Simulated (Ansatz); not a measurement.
One change: `CC1C=CC=C1` becomes `CC1(C)C=CC=C1`.

Ansatz, PBE0-D4/def2-TZVP geometries, multiplicity 1. 

```
                                          property  `CC1C=CC=C1`
                 HOMO energy (PBE/def2-TZVPP) / eV         -5.30
size of the dipole moment (ωB97M-V/def2-TZVPP) / D          0.46
                HOMO energy (PBE0/def2-TZVPP) / eV         -6.30
    size of the dipole moment (PBE/def2-TZVPP) / D          0.53
             HOMO energy (ωB97M-V/def2-TZVPP) / eV         -8.49
             HOMO–LUMO gap (B3LYP/def2-TZVPP) / eV          5.32
```

Q: Give the same properties after the change, and the shifts. (Best estimate.)

A: Computed: 
```tsv
property	`CC1(C)C=CC=C1`	shift
HOMO energy (PBE/def2-TZVPP) / eV	-5.26	0.04
size of the dipole moment (ωB97M-V/def2-TZVPP) / D	0.38	-0.08
HOMO energy (PBE0/def2-TZVPP) / eV	-6.26	0.04
size of the dipole moment (PBE/def2-TZVPP) / D	0.47	-0.06
HOMO energy (ωB97M-V/def2-TZVPP) / eV	-8.45	0.04
HOMO–LUMO gap (B3LYP/def2-TZVPP) / eV	5.27	-0.05
```

Dipoles are sizes alone; their direction can turn.

B3LYP here is the variant with VWN-RPA as its local correlation; programs differ in this.
